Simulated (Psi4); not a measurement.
A dimer, CF4 ··· F- (SMILES FC(F)(F)F and [F-]) (charge -1); the first 5 atoms form monomer A.

```
6

F     -0.7693    -0.3039     1.0362
C      0.0000     0.0001    -0.0001
F     -0.3124     1.2105    -0.4427
F     -0.1902    -0.8874    -0.9667
F      1.2721    -0.0193     0.3733
F     -2.4401     0.0362    -0.7158
```

Question: What interaction energy does SAPT0/jun-cc-pVDZ, frozen core in Psi4 give, and which attractive term is the largest?

Answer: Total -1.79 kJ/mol: electrostatics -84.08, exchange 116.24, induction -24.41, dispersion -9.54. The most attractive term is electrostatics.
